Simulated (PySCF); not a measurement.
# Dipole response of Sc³⁺ (scandium, charge +3)

[Ar], closed-shell 1S. Computed with PySCF 2.14 in aug-cc-pwCVTZ-DK (10s9p7d4f3g, 127 functions), with scalar relativity by spin-free X2C-1e. Coupled (time-dependent) response in atomic units; α is the mean over directions.

```
 method  mean α (bohr³)  C₆ (like pair)   S(−4)
wB97M-V           2.156           5.723  0.8651
```

S(−4) is the Cauchy moment in α(ω) = α(0) + S(−4) ω² + …

α(iu) at wB97M-V:

| u (hartree) | α(iu) (bohr³) |
| --- | --- |
| 0 | 2.156 |
| 0.0500 | 2.153 |
| 0.100 | 2.147 |
| 0.200 | 2.122 |
| 0.300 | 2.081 |
| 0.500 | 1.960 |
| 0.750 | 1.762 |
| 1.00 | 1.547 |
| 1.50 | 1.155 |
| 2.00 | 0.8614 |
| 3.00 | 0.5131 |
| 5.00 | 0.2399 |

A single London oscillator, α(iu) = α/(1 + u²/ω²), gives C₆ = (3/4) ω α². Matching the computed C₆ needs ω = 4 × 5.723 / (3 × 2.156²) = 1.64 hartree.

For an ion, C₆ is the dispersion term alone; charge-induced terms of lower order in 1/R come first.
